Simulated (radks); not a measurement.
The numbers below are computed, except where a source is named.
Question: Rb+, configuration [Kr]. Code: a radial shooting solver on a logarithmic mesh with Libxc functionals. Model: Dirac Kohn-Sham, PBEsol, spin-unpolarised, spherical densities, point nucleus.

Spin-orbit splittings of the eigenvalues, e(l+1/2) - e(l-1/2), with zeta = 2 splitting/(2l+1) and mean radii in bohr:

| shell | occ. | splitting (eV) | zeta (eV) | <r> j=l-1/2 | <r> j=l+1/2 |
|---|---|---|---|---|---|
| 2p | 6 | ? | ? | 0.1523 | 0.1564 |
| 3p | 6 | 9.129 | 6.086 | 0.5119 | 0.5224 |
| 3d | 10 | 1.550 | 0.6201 | 0.5233 | 0.5271 |
| 4p | 6 | 0.8934 | 0.5956 | 1.688 | 1.725 |

Estimate the 2p splitting.

Answer: 60.72 eV (zeta = 40.48 eV).
